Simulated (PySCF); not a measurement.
**Sm: ionisation energy**

Sm [Xe] 4f6 6s2 (7F) → Sm+ [Xe] 4f6 6s1 (8F), as a difference of total energies. All numbers are calculated (PySCF 2.14, scalar relativity by spin-free X2C-1e, in x2c-TZVPPall with one added diffuse shell each of s, p, d, f type (12s8p8d5f2g, 129 functions)). Correlated levels: valence: [Kr] 4d10 frozen; valence and next inner shell: [Ar] 3d10 frozen. The calculations carry no spin-orbit coupling.

```
                                method  ionisation energy (eV)
                                   UHF                   4.587
                                   LDA                   5.780
                                r2SCAN                   5.219
                         MP2 (valence)                   5.514
                     SCS-MP2 (valence)                   5.578
    MP2 (valence and next inner shell)                   5.544
SCS-MP2 (valence and next inner shell)                   5.588
```

Task: Estimate what PBE0 gives.

Result: 5.463 eV, closest to MP2 (valence) among the rows shown.

Task: Estimate what PBE gives.

Result: 5.566 eV, closest to SCS-MP2 (valence) among the rows shown.

A first-order spin-orbit estimate (lowest level to lowest level, LS coupling) adds 0.011 eV.

Errors of the correlated levels include the incompleteness of this basis and the frozen core.

For comparison: 5.644 eV (measured; NIST Atomic Spectra Database, ionization energies).
